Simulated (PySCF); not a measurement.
Br₃In, SMILES [Br][In-]([Br])[Br], charge -1, multiplicity 2.

Coordinates come from a PBE0-D3(BJ)/def2-SVPD optimisation. The def2 effective core potentials stand for the cores of In; spin–orbit coupling is left out.

The numbers are results of PBE0-D3(BJ)/def2-SVPD run with PySCF 2.14.0, not measurements.

Frequencies are harmonic and unscaled.

Modes within 1.5 cm⁻¹ of each other (mostly degenerate sets) share a row, with their intensities summed.

```tsv
mode	ν (cm⁻¹)	IR (km/mol)	moving atoms (share of kinetic energy)
1–2	48	0.9	Br 88 %, In 12 %
3	64	1.5	Br 60 %, In 40 %
4	175	8.6	Br 72 %, In 28 %
5–6	198	114.6	Br 50 %, In 50 %
```
